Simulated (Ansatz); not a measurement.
Program: Ansatz. Geometries: PBE0-D4/def2-TZVP. ΔE: electronic, gas phase. CCSD(T)/CBS is the MP2 limit (def2-TZVPP, def2-QZVPP) plus CCSD(T) − MP2 in def2-TZVPP, frozen cores. This one scheme is used for every species. DFT in def2-TZVPP. B3LYP here is the variant with VWN-RPA as its local correlation; programs differ in this. One conformer a species, not always the lowest.

`COB(O)O[SiH3]` + CH₃OH → `COB(O)OC` + silanol  (ligand exchange at a B–O bond)

| level | ΔE (kJ/mol) | difference from CCSD(T)/CBS |
| --- | --- | --- |
| PBE-D4 | -9.9 | -0.4 |
| r2SCAN-D4 | -9.7 | -0.2 |
| PBE0-D4 | -9.2 | 0.3 |
| B3LYP-D4 | -9.4 | 0.1 |
| ωB97X-V | -10.5 | -1.0 |
| ωB97M-V | -10.4 | -0.9 |
| B2PLYP | -11.5 | -2.0 |
| PBE | -11.1 | -1.6 |
| r2SCAN | -10.1 | -0.6 |
| PBE0 | -10.3 | -0.8 |
| B3LYP | -11.4 | -1.9 |
| HF/def2-TZVPP | -8.4 | 1.1 |
| MP2/def2-TZVPP | -11.4 | -1.9 |
| SCS-MP2/def2-TZVPP | -10.7 | -1.2 |
| CCSD/def2-TZVPP | -9.8 | -0.3 |
| CCSD(T)/def2-TZVPP | -10.0 | -0.5 |
| HF/def2-QZVPP | -7.7 | 1.8 |
| MP2/def2-QZVPP | -10.8 | -1.3 |
| SCS-MP2/def2-QZVPP | -10.3 | -0.8 |
| HF/CBS(def2) | -7.7 | 1.8 |
| MP2/CBS(def2) | -10.9 | -1.4 |
| CCSD/CBS(def2) | -9.3 | 0.2 |
| CCSD(T)/CBS | -9.5 | 0 |

Largest T1 diagnostic among the species: 0.012.
